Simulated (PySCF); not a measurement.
Compound: CH₈ClO₂Si₃ (doublet state).
Structure used (GFN2-xTB), in Å, numbered top down from 1:
```
atom  x, y, z in Å
Si1   -2.381    0.682   -0.339
C2    -1.614   -1.049   -0.590
O3    -0.311   -0.981   -0.062
Si4    1.126   -1.189   -0.774
O5     2.204   -0.615    0.299
Si6    2.628    0.516    1.365
Cl7    3.272    2.124    0.350
H8    -3.753    0.655   -0.849
H9    -1.569    1.641   -1.088
H10   -2.353    0.981    1.091
H11   -2.158   -1.826   -0.045
H12   -1.586   -1.349   -1.641
H13    1.265   -0.411   -2.002
H14    3.735   -0.090    2.085
H15    1.490    0.919    2.177
```

The hyperfine couplings belong to this conformer and change with its torsions.

As a line formula: `O([SiH]OC[SiH3])[SiH2]Cl` [radical].

Method used: UKS B3LYP, pcH-1 on C Cl H O Si, non-relativistic, mean-field spin-orbit, GIAO (PySCF 2.14.0). One conformer (not necessarily the lowest) at the GFN2-xTB geometry, without solvent, vibrations or thermal averaging. Couplings are sensitive to structure, and on GFN2-xTB geometries they can be far from those on DFT ones, by a factor of two or more for some ions and for spin on atoms past the first row. No stability test was run, so a lower SCF solution isn't excluded.

Q: What is the g tensor, term by term?

A: 
```tsv
Δg (ppm)	1	2	3
relativistic mass correction	-173	-173	-173
gauge correction	69	23	89
orbital Zeeman/spin–orbit	-1030	113	861
total	-1134	-36	777
```

So g = 2.00119, 2.00228, 2.00310 and g_iso = 2.00219; the tensor is rhombic: the two nearest values differ by 43 % of g3 − g1. 

Q: At 9.422 GHz, how far is the centre of the isotropic spectrum from where a free electron (g = 2.002319) resonates?

A: B = hν/(g μB) with μB/h = 13.99624 MHz/mT gives 336.20 mT for the free electron and 336.22 mT at g_iso, 0.02 mT higher.

Q: What effective moment and Curie constant follow for a powder?

A: With the mean of g² = 4.0088 and S(S+1) = 0.75: μ_eff = √(⟨g²⟩S(S+1)) = 1.734 μB and χT = 0.12505·⟨g²⟩·S(S+1) = 0.376 cm³ K/mol (cgs; spin-Hamiltonian part alone).

Q: What are the electron Larmor frequencies g μB B/h along the three axes at 330 mT?

A: 9.2430, 9.2481, 9.2518 GHz for g1, g2 and g3, a range of 8.8 MHz.

Q: In a frozen sample, at which fields do the three g values resonate at 9.5, 34, 94 and 263 GHz (hyperfine left aside), and which band first spreads them over more than twice a line width of 0.3 mT?

A: 
```json
{"band": "X", "GHz": "9.5", "B(g3) mT": "338.85", "B(g2) mT": "338.99", "B(g1) mT": "339.18", "spread mT": "0.32"}
{"band": "Q", "GHz": "34.0", "B(g3) mT": "1212.73", "B(g2) mT": "1213.23", "B(g1) mT": "1213.89", "spread mT": "1.16"}
{"band": "W", "GHz": "94.0", "B(g3) mT": "3352.85", "B(g2) mT": "3354.21", "B(g1) mT": "3356.05", "spread mT": "3.20"}
{"band": "J", "GHz": "263.0", "B(g3) mT": "9380.85", "B(g2) mT": "9384.66", "B(g1) mT": "9389.81", "spread mT": "8.96"}
```

The spread grows in proportion to the frequency. Q band is the first where it exceeds 0.6 mT.

Largest spin populations (Mulliken): Si4 (+0.78), H13 (+0.11) and O3 (+0.07). No atom but Si4 exceeds +0.15. The angles at Si4 add up to 325.1°, so it is pyramidal.

The HOMO–LUMO gaps are 5.66 eV among the α and 5.50 eV among the β orbitals.
